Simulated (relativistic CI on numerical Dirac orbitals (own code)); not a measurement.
## d1 to d9 in one octahedral field

Computed with a parametric ligand-field model without spin-orbit coupling, by exact diagonalisation: B = 620, C = 3000, 10Dq = 23400 cm⁻¹ (Oh; |10Dq|/B = 37.7) for every shell. Energies in cm⁻¹; the field energy is (0.6 n_e − 0.4 n_t2) × 10Dq of the ground term; g labels are left out.

| Shell | Ground term | Electrons in e | Field energy | First spin-allowed bands | Lowest term of other spin |
| --- | --- | --- | --- | --- | --- |
| d1 | 2T2 | 0.000 | -9360 | 2E 23400 |  |
| d2 | 3T1 | 0.016 | -18352 | 3T2 22010, 3T1 29920 | 1T2 9989 |
| d3 | 4A2 | 0.000 | -28080 | 4T2 23400, 4T1 30095 | 2E 13775 |
| d4 | 3T1 | 0.027 | -36802 | 3E 20718, 3T1 21501 | 5E 5565 |
| d5 | ? | ? | ? | ? | ? |
| d6 | 1A1 | 0.039 | -55249 | 1T1 21383, 1T2 29748 | 3T1 15025 |
| d7 | 2E | 1.027 | -41479 | 2T1 21222, 2T2 21939 | 4T1 9347 |
| d8 | 3A2 | 2.000 | -28080 | 3T2 23400, 3T1 30095 | 1E 10863 |
| d9 | 2E | 3.000 | -14040 | 2T2 23400 |  |

(1) Fill in the row of d5.

Answers

(1) Ground term: 2T2; Electrons in e: 0.049; Field energy: -45655; First spin-allowed bands: 2A2 19950, 2T1 20153; Lowest term of other spin: 6A1 9247. Low spin: d4, d5, d6, d7; the other shells keep the spin of the free ion. Only d4 to d7 can choose; the field needed to pair spins is smallest for d6 and largest for d5, which loses most exchange energy. In the strong-field picture 10Dq must exceed about 6B + 5C = 18720 (d4), 7.5B + 5C = 19650 (d5), 2.5B + 4C = 13550 (d6) and 4B + 4C = 14480 (d7); mixing of terms shifts these bounds somewhat.
